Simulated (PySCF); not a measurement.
**Telling isomers of C₇H₁₁OPSi apart by NMR**

[PySCF 2.14: structure optimised with GFN2-xTB; GIAO PBE0/pcSseg-1 shieldings; no relativistic terms; in vacuum; one computed conformer; one averaged value for each set of equivalent atoms]

References, each an isolated molecule treated in the same way: 1H, 13C vs TMS. Splittings of carbon signals by F and P are missing where no couplings were computed. Where no couplings were computed, multiplicities follow the n + 1 count of equivalent neighbours, and m marks all less simple cases (inequivalent or close neighbours, rings, F or P nearby). Shifts are as computed. Against solution values, carbons near 30 ppm lie about +3 ppm off and those near 130 ppm about +5 ppm. Of 1211 compounds with measured shifts, 218 miss one by over three times the rms of a fit or turn the order of signals round; such compounds aren't used in these exercises.

(1) Tabulate the signals of `C=C[P@]1(=O)C=C[C@H]([SiH3])C=C1`, `C=CC1=CC(C)=C([SiH3])[P@@H]1=O` and their relative energies.

(2) What is the quickest way to tell C=C[P@]1(=O)C=C[C@H]([SiH3])C=C1 from C=CC1=CC(C)=C([SiH3])[P@@H]1=O?

Answers

(1) 
| SMILES | carbon types | δC | δH | E rel. (kcal/mol) |
| --- | --- | --- | --- | --- |
| C=C[P@]1(=O)C=C[C@H]([SiH3])C=C1 | 6×CH 1×CH2 | 147.8, 145.0, 142.6, 131.1, 36.1 | 6.98 (m, 2H), 6.92 (m, 1H), 6.61 (m, 1H), 6.23 (m, 2H), 6.23 (m, 1H), 3.87 (d, 3H), 2.95 (m, 1H) | 0.7 |
| C=CC1=CC(C)=C([SiH3])[P@@H]1=O | 3×C 2×CH 1×CH2 1×CH3 | 169.2, 156.7, 143.0, 137.7, 135.2, 127.2, 22.7 | 7.71 (m, 1H), 6.83 (m, 1H), 6.58 (m, 1H), 6.32 (m, 1H), 5.99 (m, 1H), 4.45 (m, 3H), 2.18 (s, 3H) | 0.0 |

Energies are electronic energies at PBE0/pcSseg-1 on these geometries, without zero-point or thermal terms, each for the one conformer computed, which needn't be the lowest.

(2) Count the carbon signals: 5 against 7. The first has an allylic sp3 CH bonded to Si at 36.1 ppm, the second a fully substituted alkene carbon (C) at 169.2 ppm. Their most deshielded carbons lie at 147.8 and 169.2 ppm. In the proton spectra the most deshielded non-exchanging signals are 6.98 (m, 2H) and 7.71 (m, 1H).
